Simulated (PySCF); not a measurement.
AlH₂, SMILES [AlH2+], charge +1.

Geometry optimised at B3LYP-D3(BJ)/def2-TZVPD. The multiplicity is an assumed one; other spin states were not compared. The isomer is the one that the SMILES or the coordinates give; other isomers of the formula were not compared.

Calculation: PySCF with IEF-PCM-B3LYP/def2-TZVPD.

The values are the electrostatic part of the solvation free energy, E(continuum) − E(gas) at the gas-phase geometry, in a cavity of scaled van der Waals radii (PySCF's table); cavitation and dispersion terms are not included. A continuum can't describe solvent molecules that bind to the metal. In vacuum the orbital gap is 7.57 eV.

Question: Estimate the values in water (ε = 78.36), 2-propanol (ε = 19.26), cyclohexanone (ε = 15.62). (Estimate from the structure and the level; the computed values follow.)

Answer: 
| solvent | ε | ΔG(elec) (kcal/mol) | gap (eV) |
|---|---|---|---|
| water | 78.36 | -77.3 | 7.80 |
| 2-propanol | 19.26 | -74.2 | 7.78 |
| cyclohexanone | 15.62 | -73.2 | 7.78 |
